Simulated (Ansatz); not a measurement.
```xyz
11

Si    1.893    1.434   -0.681
B     0.430    0.295    0.097
S    -0.779   -0.435   -0.976
Si   -1.986   -1.475    0.481
H     1.838    2.798   -0.082
H     3.220    0.848   -0.339
H     1.800    1.563   -2.160
H     0.364    0.101    1.277
H    -2.553   -0.499    1.441
H    -3.078   -2.160   -0.254
H    -1.150   -2.470    1.196
```

Charge 0, multiplicity 1.

Q: List the PBE/def2-TZVPP orbital energies in eV (Ansatz). (An estimate is asked.)

A: The calculation gave: Occupied: -2396.18, -1780.35, -1779.19, -209.16, -177.77, -155.26, -155.17, -155.17, -138.07, -136.99, -94.84, -94.77, -94.77, -93.72, -93.72, -93.70, -18.67, -13.81, -13.16, -11.48, -9.67, -9.19, -9.03, -8.40, -8.21, -7.89, -7.24, -6.86. Lowest empty: -2.91, -1.06, -0.18, 0.22, 0.37, 0.40, 0.58, 0.79.
